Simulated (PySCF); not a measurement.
## Correlation energy of Ta²⁺ (tantalum, charge +2)

[Xe] 4f14 5d3, high-spin 4F determinant. All numbers are calculated (PySCF 2.14, scalar relativity by spin-free X2C-1e, in x2c-TZVPPall). Frozen: [Xe] 4f14; 3 electrons correlated.

```
  level  correlation energy (mhartree)
   CCSD                         -15.11
    (T)                          -0.08
CCSD(T)                         -15.19
```

Diagnostics: T1 = 0.0021, D1 = 0.0030, largest double amplitude 0.018.

Spin-orbit coupling, absent here, splits the open shell strongly.

Cost of the coupled-cluster step: of the order of 5 core-seconds, for 3 correlated electrons.
